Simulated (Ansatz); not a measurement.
Stretching the Se1–H2 bond in SeH (multiplicity 2 held). Energies count from the point at 1.475 Å.


R- and RO- levels are restricted; in cc, def2 and unpolarised 6-31G sets they are followed outwards from rest. Unrestricted levels (U-) break spin symmetry where that is lower. Full CI gives the lowest state of the spin. Levels need not reach the same state.

Frozen-core correlation. Filled d and f shells under p-block atoms count as core.

Run with Ansatz (an electronic-structure program) with Gaussian orbitals. Values without a source in brackets are computed.

The comparison value is 297.9 kJ/mol (FCI/cc-pVDZ). Full CI is exact for the correlated electrons in its own basis alone.

Order these levels by the size of their error in the energy at R = 5.900 Å, against full CI in the same basis, smallest first: U-CCSD(T)/cc-pVDZ, RO-HF/cc-pVDZ, RO-SCS-MP2/cc-pVDZ, U-MP2/cc-pVDZ, U-HF/cc-pVDZ. Give each level's value less the comparison value.

U-CCSD(T)/cc-pVDZ (-1.3 kJ/mol), U-MP2/cc-pVDZ (-13.6 kJ/mol), U-HF/cc-pVDZ (-83.7 kJ/mol), RO-SCS-MP2/cc-pVDZ (-151.5 kJ/mol), RO-HF/cc-pVDZ (485.1 kJ/mol)

Doubts at one or more of the structures used: a spin-contaminated determinant (U-CCSD(T)/cc-pVDZ, U-MP2/cc-pVDZ, U-HF/cc-pVDZ); a restricted determinant that unrestricted orbitals would lower (RO-HF/cc-pVDZ, RO-SCS-MP2/cc-pVDZ).
